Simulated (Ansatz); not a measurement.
Reaction (ligand exchange at a B–S bond): `CBSCC` + `CNC` → `CBN(C)C` + `CCS`

Program: Ansatz. Geometries: PBE0-D4/def2-TZVP. ΔE: electronic, gas phase. CCSD(T)/CBS is the MP2 limit (def2-TZVPP, def2-QZVPP) plus CCSD(T) − MP2 in def2-TZVPP, frozen cores. Functionals use def2-TZVPP. One conformer a species, not always the lowest.

```
             level  ΔE (kJ/mol)  difference from CCSD(T)/CBS
            PBE-D4        -44.7                          5.6
           PBE0-D4        -45.7                          4.6
               PBE        -43.1                          7.2
            r2SCAN        -43.9                          6.4
              PBE0        -44.3                          6.0
     HF/def2-TZVPP        -45.8                          4.5
CCSD(T)/def2-TZVPP        -52.2                         -1.9
SCS-MP2/def2-QZVPP        -50.5                         -0.2
      HF/CBS(def2)        -46.5                          3.8
    CCSD/CBS(def2)        -50.7                         -0.4
       CCSD(T)/CBS        -50.3                            0
```

Largest T1 diagnostic among the species: 0.012.

In def2-TZVPP, CCSD(T) changes the Hartree–Fock value by −6.4 kJ/mol (the triples alone add +0.3 kJ/mol) and MP2 by −4.8 kJ/mol.
